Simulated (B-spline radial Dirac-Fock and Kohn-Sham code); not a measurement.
**Re³⁺: non-radiative channels of the M5 vacancy**

System: rhenium as Re³⁺, configuration [Xe] 4f14 5d4.

Input of the calculation (task.json; shells as n, l, electrons):

```json
{"items": [{
  "Z": 75,
  "q": 3,
  "cfg": [[1, 0, 2], [2, 0, 2], [2, 1, 6], [3, 0, 2], [3, 1, 6], [3, 2, 10], [4, 0, 2], [4, 1, 6], [4, 2, 10], [4, 3, 14], [5, 0, 2], [5, 1, 6], [5, 2, 4]],
  "A": 187,
  "rrms": 5.3698,
  "do": ["binding", "quiet", "decay"],
  "holes": ["K", "L1", "L2", "L3", "M1", "M2", "M3", "M4", "M5", "N1", "N2", "N3", "N4", "N5", "N6", "N7"]
}]}
```

Run with: `python xray_run.py task.json out`

Level of theory: independent-particle radiative and Coulomb Auger rates from relativistic LDA hole-state orbitals, with Dirac-Fock energies; a radial B-spline solver. Kinetic energies are configuration averages from the vacuum level; the two-hole energies are estimated from single-hole states.

| transition | kinetic energy (eV) | width (meV) | share (%) |
| --- | --- | --- | --- |
| M5-N1N5 | 919.3 | 86.6 | 4.5 |
| M5-N2N5 | 1024.9 | 87.9 | 4.6 |
| M5-N3N5 | 1100.9 | 135 | 7.0 |
| M5-N1N7 | 1143.9 | 32.8 | 1.7 |
| M5-N2N7 | 1250.1 | 16.9 | 0.9 |
| M5-N4N5 | 1273.6 | 185 | 9.6 |
| M5-N5N5 | 1287.5 | 208 | 10.8 |
| M5-N5O1 | 1472.5 | 14.1 | 0.7 |
| M5-N4N7 | 1499.0 | 84.9 | 4.4 |
| M5-N5O2 | 1508.3 | 13.6 | 0.7 |
| M5-N5N6 | 1510.2 | 137 | 7.1 |
| M5-N5N7 | 1514.4 | 216 | 11.2 |
| M5-N5O3 | 1520.5 | 21.0 | 1.1 |
| M5-N5O5 | 1567.8 | 13.7 | 0.7 |
| M5-N6N7 | 1735.4 | 308 | 16.0 |
| M5-N7N7 | 1738.4 | 211 | 11.0 |

The listed channels hold 92 % of the non-radiative rate. Summed by principal shells, of 1.92 eV in all: MNN 93.7 %, MNO 6.1 %.
